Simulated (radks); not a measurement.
Results of a calculation; reference values are marked as such.
Effect of the nuclear size on the ytterbium ion Yb+, [Xe] 4f14 6s1. Level of theory: Dirac Kohn-Sham, relativistic LDA (MacDonald-Vosko exchange, VWN5 correlation), spin-unpolarised, spherical densities, finite nucleus; Fermi nuclear charge, rms radius 5.3108 fm (a radial shooting solver on a logarithmic mesh with Libxc functionals). The rms radius is varied about that value; shifts are against it.

rms radius (fm)  total energy shift (eV)  density at nucleus (e/bohr^3)  1s1/2 shift (meV)  2s1/2 shift (meV)  5s1/2 shift (meV)  5p1/2 shift (meV)  6s1/2 shift (meV)  6p1/2 (empty) shift (meV)
4.3442                             -13.1                      1.077e+06              -5310               -722              -5.78              0.296             -0.468                      0.126
4.8859                             -5.98                      1.039e+06              -2430               -330              -2.64              0.135             -0.214                      0.058
5.3108                                 0                      1.012e+06              0.000              0.000              0.000              0.000              0.000                      0.000
5.7622                              6.73                      9.873e+05               2730                371               2.97             -0.152              0.241                     -0.065
6.2083                              13.7                      9.648e+05               5580                758               6.07             -0.310              0.491                     -0.132

Slopes of the eigenvalues against <r^2> in GHz/fm^2, as finite differences over the two radii next to the reference (eigenvalue slopes, not the field-shift constants of lines): 1s1/2 134000, 2s1/2 18200, 5s1/2 145, 5p1/2 -7.43, 6s1/2 11.8, 6p1/2 (empty) -3.17.
